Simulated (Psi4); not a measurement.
silane (H$_{4}$Si), singlet, at a GFN2-xTB geometry; Psi4 with CCSD/def2-SVP.

Input for Psi4:
```
memory 2 GB

molecule {
0 1
Si
H  1 1.460716
H  1 1.460716 2 109.471220
H  1 1.460716 3 109.471221 2 -120.000000
H  1 1.460716 4 109.471220 2 -120.000000
}

set basis def2-svp

energy('ccsd')
print_variables()
```

The log (banner, timings and long lists left out):

```
   => Loading Basis Set <=

    Name: DEF2-SVP
    Role: ORBITAL
    Keyword: BASIS

         ---------------------------------------------------------
                                   SCF
               by Justin Turney, Rob Parrish, Andy Simmonett
                          and Daniel G. A. Smith
                              RHF Reference
         ---------------------------------------------------------

  ==> Geometry <==

    Molecular point group: c2
    Full point group: D1

    Geometry (in Angstrom), charge = 0, multiplicity = 1:

       Center              X                  Y                   Z               Mass
    ------------   -----------------  -----------------  -----------------  -----------------
         SI           0.000000000000     0.000000000000    -0.000000000252    27.976926534650
         H           -1.131465749112     0.377155250153     0.843344774158     1.007825032230
         H            0.377155237891     1.131465756182    -0.843344770660     1.007825032230
         H            1.131465749112    -0.377155250153     0.843344774158     1.007825032230
         H           -0.377155237891    -1.131465756182    -0.843344770660     1.007825032230

  Running in c2 symmetry.

  Rotational constants: A =      2.93975  B =      2.93975  C =      2.93975 [cm^-1]
  Rotational constants: A =  88131.62071  B =  88131.61966  C =  88131.61965 [MHz]
  Nuclear repulsion =   21.618333079117477

  Charge       = 0
  Multiplicity = 1
  Electrons    = 18
  Nalpha       = 9
  Nbeta        = 9

  ==> Algorithm <==

  SCF Algorithm Type is PK.
  DIIS enabled.
  MOM disabled.
  Fractional occupation disabled.
  Guess Type is SAD.
  Energy threshold   = 1.00e-08
  Density threshold  = 1.00e-08
  Integral threshold = 1.00e-12

  ==> Primary Basis <==

  Basis Set: DEF2-SVP
    Blend: DEF2-SVP
    Number of shells: 20
    Number of basis functions: 38
    Number of Cartesian functions: 39
    Spherical Harmonics?: true
    Max angular momentum: 2

  ==> Integral Setup <==

  Using in-core PK algorithm.
   Calculation information:
      Number of atoms:                   5
      Number of AO shells:              20
      Number of primitives:             38
      Number of atomic orbitals:        39
      Number of basis functions:        38

      Integral cutoff                 1.00e-12
      Number of threads:                 1

  Performing in-core PK
  Using 549822 doubles for integral storage.
  We computed 22155 shell quartets total.
[...]
  @RHF Final Energy:  -291.15326831280890
    Total Energy =                       -291.1532683128089047
[...]
     7        -0.154469020125031    7.515e-06    0.006392    0.014952    0.014952    0.137592
     8        -0.154468945935925    1.613e-06    0.006392    0.014952    0.014952    0.137592
     9        -0.154468926189397    3.800e-07    0.006392    0.014952    0.014952    0.137592
    10        -0.154468928123605    1.067e-07    0.006392    0.014952    0.014952    0.137592
    11        -0.154468929568276    1.869e-08    0.006392    0.014952    0.014952    0.137592

    Iterations converged.

    Largest TIA Amplitudes:
              4   0         0.0126380969
              8  15         0.0126285874
              7  16         0.0126285871
              3   1         0.0068158271
              4   8        -0.0061668257
              8  22        -0.0061648359
              7  21        -0.0061648359
              4   6         0.0047596833
              8  19         0.0047575869
              7  20         0.0047575869

    Largest TIjAb Amplitudes:
      7   7   4   4        -0.0249331872
      4   4  15  15        -0.0234445057
      7   7   0   0        -0.0234445057
      8   8   0   0        -0.0234445057
      4   4  16  16        -0.0234445054
      7   7  15  15        -0.0225567144
      8   8  16  16        -0.0225567143
      3   3   1   1        -0.0220676766
      8   8  18  18        -0.0219298059
      7   7  17  17        -0.0219298059

    SCF energy       (wfn)                    = -291.153268312808905
    Reference energy (file100)                = -291.153268312808905

    Opposite-spin MP2 correlation energy      =   -0.110312775985875
    Same-spin MP2 correlation energy          =   -0.014730138440039
    Singles MP2 correlation energy            =   -0.000000000000000
    MP2 correlation energy                    =   -0.125042914425913
      * MP2 total energy                      = -291.278311227234838

    Opposite-spin CCSD correlation energy     =   -0.138227379013256
    Same-spin CCSD correlation energy         =   -0.016241550555020
    Singles CCSD correlation energy           =    0.000000000000000
    CCSD correlation energy                   =   -0.154468929568276
      * CCSD total energy                     = -291.307737242377186

  Variable Map:
  ----------------------------------------------------------------------------
[...]
  Array Variable Map:
  ----------------------------------------------------------------------------
[...]
[...]
```
